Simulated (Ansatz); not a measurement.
Coupled-cluster diagnostics for InH₂F, Ansatz.

Geometry of the singlet (PBE0-D4/def2-TZVP):

Cartesian coordinates in Å:
```
In -0.047 0.100 -0.158
H -1.729 0.358 -0.220
H 1.345 0.458 -1.071
F 0.431 -0.916 1.449
```

In the def2 sets In takes a core potential; there is no spin–orbit coupling. Correlated methods freeze 5 core orbitals; core or outer-core shells of In are correlated, in sets that lack core-valence functions. In CCSD on the charge 1 doublet the largest single amplitude is 0.21, so its Hartree–Fock determinant may place the open shell otherwise than the density functionals do.

(1) Estimate the CCSD(T) correlation energy, the shares of MP2 and (T), T1 and the reference's ⟨S²⟩ for: charge 0, singlet, own geometry in def2-TZVPP; charge 1, doublet, vertical in def2-TZVPP; and the rough time on 4 threads of Arm Neoverse V1 on a shared host.

Answers

(1) 
```json
{"state": "charge 0, singlet, own geometry", "basis": "def2-TZVPP", "correlation (eV)": "-15.420", "MP2 share (%)": "96.5", "(T) share (%)": "2.6", "T1": "0.016", "⟨S²⟩ (pure)": "0.00 (0.00)", "wall time": "2.2 s", "remarks": "–"}
{"state": "charge 1, doublet, vertical", "basis": "def2-TZVPP", "correlation (eV)": "-14.880", "MP2 share (%)": "95.7", "(T) share (%)": "3.3", "T1": "0.040", "⟨S²⟩ (pure)": "0.88 (0.75)", "wall time": "8 s", "remarks": "spin-contaminated (⟨S²⟩ 0.88)"}
```
Customary marks for T1 are 0.02 (closed shells), 0.045 (open shells) and about 0.05 (3d metals). T1 exceeds 0.02 in 1 of 2 rows and 0.045 in 0; the higher it lies, the less the single-reference result can be trusted.
